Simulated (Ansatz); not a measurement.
Total energies of `CO[Si](Cl)(Cl)[GeH3]`.

```xyz
12

C    -1.275    1.461    0.692
O    -1.431    0.211    0.048
Si   -0.368   -1.014    0.104
Cl    0.037   -1.473    2.068
Cl   -1.308   -2.603   -0.762
Ge    1.685   -0.567   -1.003
H    -0.381    1.984    0.338
H    -1.207    1.336    1.777
H    -2.151    2.065    0.458
H     2.629   -1.764   -0.836
H     2.341    0.680   -0.388
H     1.429   -0.315   -2.496
```

The species carries charge 0 and has multiplicity 1. Correlated methods include outer-core shells of Ge, which these sets cover unevenly. Scalar relativity is left out up to krypton. The geometry is a stationary point of PBE0-D4/def2-TZVP. It is one conformer, not always the lowest. Basis def2-TZVPP, Ansatz.

RPA on PBE orbitals: Hartree–Fock energy of these orbitals -3399.66702 Eh, correlation -1.89962 Eh (frozen core).

```csv
functional,energy without D4 (Eh),D4 term (kJ/mol)
LDA (SPW92),-3395.84944,–
revPBE,-3403.63211,-95.3
r2SCAN,-3403.91500,-9.3
B97M-V,-3403.35290,–
PBE0,-3403.25254,-32.2
B3LYP,-3404.16592,-60.3
r2SCANh,-3403.89696,-10.1
r2SCAN0,-3403.87178,-11.2
HSE06 (plane-wave form),-3403.22512,-30.5
BHLYP,-3403.98609,-51.2
CAM-B3LYP,-3404.17571,-33.5
ωB97X-V,-3403.66330,–
ωB97M-V,-3403.83999,–
B2PLYP,-3403.23247,–
```

Give the same for PBE, BLYP, LC-ωPBE, PBE-QIDH. (An estimate is asked.)

The calculation gave: 
| functional | energy without D4 (Eh) | D4 term (kJ/mol) |
| --- | --- | --- |
| PBE | -3403.08508 | -37.2 |
| BLYP | -3404.06726 | -78.7 |
| LC-ωPBE | -3403.38800 | – |
| PBE-QIDH | -3402.66292 | – |

B3LYP takes the VWN-RPA correlation (the form of Gaussian; ORCA's B3LYP/G). HSE06 is the plane-wave form, built on full-range PBE exchange. The double hybrids freeze the cores in their second-order part.

LC-ωPBE has ω = 0.4 bohr⁻¹.
